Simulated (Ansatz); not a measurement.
```yaml
crystal:
  periodic: [false, false, false]
  atoms:
    - {symbol: Si, position_ang: [0.432547, -0.733831, 1.356338]}
    - {symbol: O, position_ang: [-0.002238, 0.022221, -0.036103]}
    - {symbol: Sc, position_ang: [-0.506222, 0.866281, -1.600988]}
    - {symbol: Cl, position_ang: [-2.134712, -0.100683, -2.891256]}
    - {symbol: Cl, position_ang: [0.522222, 2.835939, -2.161406]}
    - {symbol: H, position_ang: [-0.703088, -0.696146, 2.313544]}
    - {symbol: H, position_ang: [0.786271, -2.146787, 1.063880]}
    - {symbol: H, position_ang: [1.605219, -0.046992, 1.955992]}
basis:
  gaussian: {orbitals: def2-TZVPD, fitting: {mean_field: cc-pVTZ-jkfit}}
magnetization: {spin_polarized: true, initial_magnetization: 4}
hamiltonian: {xc: {name: wB97M-V}}
scf: {lower_state_search: full}
output: {forces: true}
```

```sh
$ ansatz run in.yaml --threads 4 --pin off --events-out ev --progress --plain --max-ram 10444MiB
```

It prints (some lines left out):

```
Functional definition: wB97M-V
Error: <dir> the basis set cc-pVTZ-JKFIT has no functions for Sc
```
